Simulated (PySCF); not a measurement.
AlCl₂, doublet, at a GFN2-xTB geometry (such geometries of metal compounds can be far from the true shape); CCSD(T)/pcseg-1 run with PySCF.

Here is a job for PySCF.
```python
from pyscf import gto, scf, cc

mol = gto.M(
    atom='''
Al    0.00160221    0.63542259    0.02351302
Cl    1.85128917   -0.24859337    0.01717242
Cl   -1.85251440   -0.23731802   -0.03515296
''',
    basis='pcseg-1',
    spin=1,
    verbose=5,
)

mf = scf.UHF(mol)
mf.kernel()

mycc = cc.CCSD(mf)
mycc.diis_space = 3
mycc.kernel()
et = mycc.ccsd_t()
print('E(CCSD(T)) = %.10f' % (mycc.e_tot + et))
```

The log (banner, timings and long lists left out):

```
PySCF version 2.14.0

[INPUT] verbose = 5
[INPUT] max_memory = 4000
[INPUT] num. atoms = 3
[INPUT] num. electrons = 47
[INPUT] charge = 0
[INPUT] spin (= nelec alpha-beta = 2S) = 1
[INPUT] symmetry False subgroup None
[INPUT] Mole.unit = angstrom
[INPUT] Symbol           X                Y                Z      unit          X                Y                Z       unit  Magmom
[...]
[INPUT] ---------------- BASIS SET ----------------
[INPUT] l, kappa, [nprim/nctr], expnt,             c_1 c_2 ...
[INPUT] Cl
[...]
                                8420.32           0.0057082    0    0    0
                                1916.46           0.0292141    0    0    0
                                542.099           0.112411    0    0    0
                                175.74            0.313999    0    0    0
                                62.7191            0.5    0    0    0
                                23.4123           0.302077    0    0    0
                                52.2067              0 -0.0897496    0    0
                                5.66022              0 0.573007    0    0
                                2.2423               0  0.5    0    0
                                0.456488             0    0    1    0
                                0.159693             0    0    0    1
[...]
                                125.415           0.0300914    0    0
                                39.9394           0.129733    0    0
                                14.6334           0.341517    0    0
                                5.64837            0.5    0    0
                                2.1536            0.289333    0    0
                                1.0881               0 0.252417    0
                                0.387168             0  0.5    0
                                0.123929             0    0    1
[...]
[INPUT] Al
[...]
                                4724.79           0.00596117    0    0    0
                                1075.41           0.030456    0    0    0
                                304.198           0.11642    0    0    0
                                98.5259           0.320188    0    0    0
                                35.0079            0.5    0    0    0
                                12.9514           0.287575    0    0    0
                                29.7115              0 -0.0804805    0    0
                                3.02938              0 0.521165    0    0
[...]
  5.98949691e-01  6.38966548e-01  7.13327545e-01  7.23494747e-01
  8.06915370e-01  8.28318983e-01  8.40005966e-01  8.57144382e-01
  9.65055183e-01  9.66062333e-01  9.72007771e-01  9.83296102e-01
  1.07633043e+00  1.09726667e+00  1.16638499e+00  1.17872422e+00
  1.47243867e+00  1.51598306e+00]
multiplicity <S^2> = 0.752874  2S+1 = 2.0028719
E1 = -1917.386240462929  E2 = 601.0643195948595  Ecoul = 674.410308460931  Exc = -73.34598886607148
Extra cycle  E= -1160.94484995611  delta_E= -9.14e-11  |g|= 4.17e-06  |ddm|= 1.52e-05
converged SCF energy = -1160.94484995611  <S^2> = 0.752874  2S+1 = 2.0028719

******** <class 'pyscf.cc.uccsd.UCCSD'> ********
CC2 = 0
CCSD nocc = (np.int64(24), np.int64(23)), nmo = (54, 54)
max_cycle = 50
direct = 0
conv_tol = 1e-07
conv_tol_normt = 1e-06
diis_space = 3
diis_start_cycle = 0
diis_start_energy_diff = 1e+09
Init t2, MP2 energy = -0.314430859635979
Init E_corr(UCCSD) = -0.314430859656345
cycle = 1  E_corr(UCCSD) = -0.331655590041522  dE = -0.0172247304  norm(t1,t2) = 0.0586535
cycle = 2  E_corr(UCCSD) = -0.336385130078958  dE = -0.00472954004  norm(t1,t2) = 0.0195292
cycle = 3  E_corr(UCCSD) = -0.337806129973463  dE = -0.00142099989  norm(t1,t2) = 0.0111762
cycle = 4  E_corr(UCCSD) = -0.338476272119284  dE = -0.000670142146  norm(t1,t2) = 0.0042773
cycle = 5  E_corr(UCCSD) = -0.338421462839267  dE = 5.480928e-05  norm(t1,t2) = 0.00170075
cycle = 6  E_corr(UCCSD) = -0.338379544784025  dE = 4.19180552e-05  norm(t1,t2) = 0.000792771
cycle = 7  E_corr(UCCSD) = -0.33835017920964  dE = 2.93655744e-05  norm(t1,t2) = 0.000314649
cycle = 8  E_corr(UCCSD) = -0.338349931826192  dE = 2.47383448e-07  norm(t1,t2) = 0.000140425
cycle = 9  E_corr(UCCSD) = -0.338347397835695  dE = 2.5339905e-06  norm(t1,t2) = 6.60372e-05
cycle = 10  E_corr(UCCSD) = -0.338347138833554  dE = 2.5900214e-07  norm(t1,t2) = 3.44587e-05
cycle = 11  E_corr(UCCSD) = -0.33834685264731  dE = 2.86186245e-07  norm(t1,t2) = 1.57421e-05
cycle = 12  E_corr(UCCSD) = -0.338346737063468  dE = 1.15583842e-07  norm(t1,t2) = 9.88601e-06
cycle = 13  E_corr(UCCSD) = -0.338346623849258  dE = 1.1321421e-07  norm(t1,t2) = 3.44577e-06
cycle = 14  E_corr(UCCSD) = -0.338346605874916  dE = 1.79743417e-08  norm(t1,t2) = 1.77479e-06
cycle = 15  E_corr(UCCSD) = -0.338346579903864  dE = 2.59710518e-08  norm(t1,t2) = 8.06663e-07
UCCSD converged
E(UCCSD) = -1161.283196536014  E_corr = -0.3383465799038641
UCCSD(T) correction = -0.00774373018362142
E(CCSD(T)) = -1161.2909402662
```
